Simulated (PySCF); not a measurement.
Se(Cl)(GeH3) (ClGeH3Se), SMILES Cl[Se][GeH3]. Atoms are numbered in the order given.

```xyz
6

Se     0.8223    -0.6375     0.0000
Cl    -1.0454    -1.8033     0.0000
Ge    -0.2746     1.4593     0.0000
H     -1.1332     1.5721     1.2667
H      0.8689     2.4886     0.0000
H     -1.1332     1.5721    -1.2667
```
Charge 0, spin multiplicity 1.

Geometry: PBE0-D3(BJ)/def2-SVP.

All values below come from CAM-B3LYP/def2-TZVPD in PySCF.

The molecule is in vacuum.

Computed frontier levels, gap, dipole moment and polarisability:
```json
{
 "highest_occupied_level": "-8.24 eV",
 "lowest_empty_level": "-1.41 eV",
 "orbital_gap": "6.82 eV",
 "dipole_moment": "0.455 e·Å",
 "quadrupole, principal values (traceless, Buckingham form, about the centre of nuclear charge)": "-2.30, -0.07, 2.37 D·Å",
 "mean_static_polarisability": "76.6 bohr³ (11.35 Å³)",
 "polarisability_principal_values": "61.4, 75.3, 93.1 bohr³"
}
```
